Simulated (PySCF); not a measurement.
C₅H₇F. Atoms are numbered in the order given.

```xyz
13

C      2.3773    -0.0817     0.0000
C      1.1659    -0.0186     0.0000
C     -0.3064     0.0229     0.0000
C     -0.8734    -0.6044    -1.2739
C     -0.8734    -0.6044     1.2739
F     -0.7000     1.3744     0.0000
H      3.4499    -0.1266     0.0000
H     -0.4806    -0.0782    -2.1549
H     -0.5947    -1.6662    -1.3395
H     -1.9700    -0.5182    -1.2631
H     -1.9700    -0.5182     1.2631
H     -0.5947    -1.6662     1.3395
H     -0.4806    -0.0782     2.1549
```

Geometry optimised at TPSSh-D3(BJ)/def2-SVP.

Level of theory: PySCF with PBE/def2-TZVP.

ESP charges are fitted to the potential on shells at 1.4 to 2.0 van der Waals radii. Atomic charges (e):

```
atom  Mulliken  ESP fit  meta-Löwdin  Löwdin
----  --------  -------  -----------  ------
C1       -0.09    -0.40        -0.20   -0.08
C2       -0.04    -0.12        -0.05   -0.06
C3        0.09     0.78         0.32   -0.43
C4       -0.34    -0.71        -0.35   -0.25
C5       -0.34    -0.71        -0.35   -0.25
F6       -0.19    -0.29        -0.31    0.14
H7        0.16     0.30         0.18    0.13
H8        0.13     0.19         0.13    0.14
H9        0.12     0.19         0.13    0.14
H10       0.12     0.19         0.12    0.13
H11       0.12     0.19         0.12    0.13
H12       0.12     0.19         0.13    0.14
H13       0.13     0.19         0.13    0.14
```

Computed Mayer and Wiberg (Löwdin basis) orders of the bonds:
```
bond    Mayer  Wiberg
------  -----  ------
C1–C2    2.65    2.94
C2–C3    1.18    1.17
C3–C4    1.00    1.19
C3–C5    1.00    1.19
C3–F6    1.11    1.53
C1–H7    1.00    0.92
C4–H8    0.97    0.89
C4–H9    0.95    0.89
C4–H10   0.96    0.89
C5–H11   0.96    0.89
C5–H12   0.95    0.89
C5–H13   0.97    0.89
```
